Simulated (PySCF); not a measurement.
## Correlation energy of Ne⁺ (neon, charge +1)

[He] 2s2 2p5, 2P determinant. Computed with PySCF 2.14 in dyall-av3z (15s9p3d2f, 71 functions), with no relativity, point nucleus. Frozen: 1s2; 7 electrons correlated; the 14 highest virtual orbitals of each spin left out.

MP2 pair energies summed by pair of shells (mhartree):

```json
{"pair": "2p-2p", "energy": "-126.24", "share (%)": "60.6"}
{"pair": "2s-2p", "energy": "-71.58", "share (%)": "34.3"}
{"pair": "2s-2s", "energy": "-10.65", "share (%)": "5.1"}
```

Total MP2 correlation energy: -208.48 mhartree.

Same-spin part -49.49 and opposite-spin part -158.99 mhartree; SCS-MP2 scales them by 1/3 and 6/5 to -207.28 mhartree.
